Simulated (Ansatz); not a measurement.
`C[O][Ge]([OH])([OH])[OH]` from Hartree–Fock to CCSD(T)

Cartesian coordinates in Å:
```
C 0.313 1.910 0.129
O -0.415 0.827 0.676
Ge -0.188 -0.780 0.015
O -1.273 -1.748 1.000
O -0.537 -0.875 -1.704
O 1.482 -1.322 0.081
H 0.034 2.806 0.686
H 0.076 2.069 -0.928
H 1.395 1.764 0.222
H -1.257 -2.674 0.745
H -1.443 -0.625 -1.901
H 1.814 -1.353 0.981
```

Charge 0, multiplicity 1. Correlated methods include outer-core shells of Ge, which these sets cover unevenly. Scalar relativity is left out up to krypton. Geometry: relaxed with PBE0-D4/def2-TZVP. It is one conformer, not always the lowest. Frozen core, restricted reference, the Gaussian-basis code of Ansatz.

| basis | HF (Eh) | MP2 corr. |
| --- | --- | --- |
| def2-SVP | -2415.74165 | -1.11655 |
| def2-TZVPP | -2416.44712 | -1.38510 |
| def2-QZVPP | -2416.50603 | -1.73750 |

Problem. Estimate the CCSD correlation energy and the (T) correction in each basis where they were run (hartree).

Solution. 
| basis | CCSD corr. | (T) |
| --- | --- | --- |
| def2-SVP | -1.13945 | -0.02746 |
